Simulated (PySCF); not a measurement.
Successive ionisation energies of cerium

Calculated with PySCF 2.14, two-component X2C-1e (Gaussian nucleus, no Breit or QED terms), each ion in its own even-tempered basis; GMP2 freezes the deep shells of the larger ions and drops the highest virtual spinors; eV.

| ion | configuration | GHF (screened spin-orbit) | GMP2 (screened spin-orbit) | NIST | kind |
| --- | --- | --- | --- | --- | --- |
| Ce(19+) | [Kr] 4d3 | 542.26 | 542.78 | 543 ± 4 | theoretical |
| Ce(20+) | [Kr] 4d2 | 578.71 | 579.05 | 579 ± 4 | theoretical |
| Ce(21+) | [Kr] 4d1 | 613.13 | 613.53 | 613 ± 4 | theoretical |
| Ce(22+) | [Kr] | 746.71 | 747.93 | 749 ± 4 | theoretical |
| Ce(23+) | [Ar] 3d10 4s2 4p5 | 782.26 | 783.58 | 785 ± 4 | theoretical |
| Ce(24+) | [Ar] 3d10 4s2 4p4 | 821.77 | 822.59 | 824 ± 4 | theoretical |
| Ce(25+) | [Ar] 3d10 4s2 4p3 | 858.79 | 859.61 | 862 ± 4 | theoretical |
| Ce(26+) | [Ar] 3d10 4s2 4p2 | 920.75 | 922.41 | 924 ± 4 | theoretical |
| Ce(27+) | [Ar] 3d10 4s2 4p1 | 962.39 | 963.17 | 965 ± 4 | theoretical |
| Ce(28+) | [Ar] 3d10 4s2 | 1052.3 | 1054.9 | 1060 ± 4 | theoretical |
| Ce(29+) | [Ar] 3d10 4s1 | 1094.0 | 1095.1 | 1103.5 ± 0.5 | semi-empirical |
| Ce(30+) | [Ar] 3d10 | 1909.1 | 1910.5 | 1908 ± 4 | theoretical |

**Question.** Where is the largest relative jump?

**Answer.** From Ce(29+) to Ce(30+): 1095.1 to 1910.5 eV, where the electron removed from [Ar] 3d10 comes from a deeper shell or subshell.
